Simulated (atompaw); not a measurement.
# Reading a pseudo-wave (chromium (Cr))

Columns: radius, all-electron u(r) and pseudo u(r) of the 4p shell (level -3.30 eV) of chromium in the configuration [Ar] 3d5 4s0.5 4p0; PBEsol, scalar-relativistic, PAW (atompaw) scheme, atompaw 4.2.0.5.

```json
{"r (bohr)": "0.115", "all-electron": "0.1009", "pseudo": "0.0010"}
{"r (bohr)": "0.231", "all-electron": "0.0791", "pseudo": "0.0040"}
{"r (bohr)": "0.346", "all-electron": "-0.0222", "pseudo": "0.0090"}
{"r (bohr)": "0.462", "all-electron": "-0.1170", "pseudo": "0.0160"}
{"r (bohr)": "0.577", "all-electron": "-0.1734", "pseudo": "0.0251"}
{"r (bohr)": "0.692", "all-electron": "-0.1906", "pseudo": "0.0364"}
{"r (bohr)": "0.808", "all-electron": "-0.1769", "pseudo": "0.0498"}
{"r (bohr)": "0.923", "all-electron": "-0.1427", "pseudo": "0.0654"}
{"r (bohr)": "1.038", "all-electron": "-0.0960", "pseudo": "0.0832"}
{"r (bohr)": "1.154", "all-electron": "-0.0426", "pseudo": "0.1034"}
{"r (bohr)": "1.269", "all-electron": "0.0125", "pseudo": "0.1256"}
{"r (bohr)": "1.385", "all-electron": "0.0677", "pseudo": "0.1500"}
{"r (bohr)": "1.500", "all-electron": "0.1205", "pseudo": "0.1763"}
{"r (bohr)": "1.615", "all-electron": "0.1701", "pseudo": "0.2042"}
{"r (bohr)": "1.731", "all-electron": "0.2167", "pseudo": "0.2338"}
{"r (bohr)": "1.846", "all-electron": "0.2590", "pseudo": "0.2642"}
{"r (bohr)": "1.962", "all-electron": "0.2979", "pseudo": "0.2953"}
{"r (bohr)": "2.077", "all-electron": "0.3325", "pseudo": "0.3260"}
{"r (bohr)": "2.192", "all-electron": "0.3635", "pseudo": "0.3558"}
{"r (bohr)": "2.308", "all-electron": "0.3911", "pseudo": "0.3842"}
{"r (bohr)": "2.423", "all-electron": "0.4151", "pseudo": "0.4101"}
{"r (bohr)": "2.538", "all-electron": "0.4359", "pseudo": "0.4329"}
{"r (bohr)": "2.654", "all-electron": "0.4538", "pseudo": "0.4525"}
{"r (bohr)": "2.769", "all-electron": "0.4687", "pseudo": "0.4683"}
{"r (bohr)": "2.885", "all-electron": "0.4810", "pseudo": "0.4810"}
{"r (bohr)": "3.000", "all-electron": "0.4907", "pseudo": "0.4907"}
```

Question: How many radial nodes do the two functions have?

Answer: The all-electron 4p function has n − l − 1 = 2; the pseudo-wave has 0, since the states of the same l below it are removed with the core.

Question: Is the pseudo-wave norm-conserving?

Answer: No, it belongs to a PAW set: the norm inside the radius is not constrained, and the difference is carried by the augmentation charge.
